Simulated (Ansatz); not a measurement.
This singlet lies 1.42 eV below the relaxed triplet at the level frozen-core CCSD(T)/aug-cc-pVTZ // PBE0-D3(BJ)/def2-TZVPD (Ansatz, a quantum-chemistry and plane-wave program).

Species: CAlClN, SMILES `N#[C][Al-][Cl]` (lower singlet) (charge -1, multiplicity 1).

Q: Give a relaxed geometry from PBE0-D3(BJ)/def2-TZVPD in Ansatz.

A: the end point of this relaxation (outside a Z-matrix the atoms follow the SMILES, hydrogens last).
Cartesian coordinates (Å) in one orientation:
```xyz
4

N     -2.037    -0.402     0.458
C     -0.954     0.002     0.550
Al     0.817     1.090     0.779
Cl     2.174    -0.690     0.463
```
